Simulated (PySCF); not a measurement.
**Ru (ruthenium, neutral) across methods**

[Kr] 4d7 5s1, high-spin 5F determinant. Computed with PySCF 2.14 in aug-cc-pwCVTZ-DK with one added diffuse shell each of s, p, d, f, g type (12s11p9d5f4g, 161 functions), with the spin-free X2C one-electron Hamiltonian (Gaussian nucleus).

```
method  E (hartree)  mean ε 4d α (eV)  mean ε 4d β (eV)  mean ε 5s α (eV)  Σ⟨r²⟩ (bohr²)   ⟨S²⟩
   UHF  -4527.85805           -11.470            -9.067            -6.478          52.91  6.005
   LDA     -4525.16            -6.099            -4.323            -4.959          52.36  6.001
  PBE0     -4529.89            -7.472            -5.596            -5.294          52.18  6.002
r2SCAN     -4530.21            -6.247            -4.317            -4.953          51.92  6.003
```

Question: Estimate the same row for PBE.

Answer: E (hartree) = -4529.83; mean ε 4d α (eV) = -5.964; mean ε 4d β (eV) = -4.228; mean ε 5s α (eV) = -4.734; Σ⟨r²⟩ (bohr²) = 52.56; ⟨S²⟩ = 6.001.
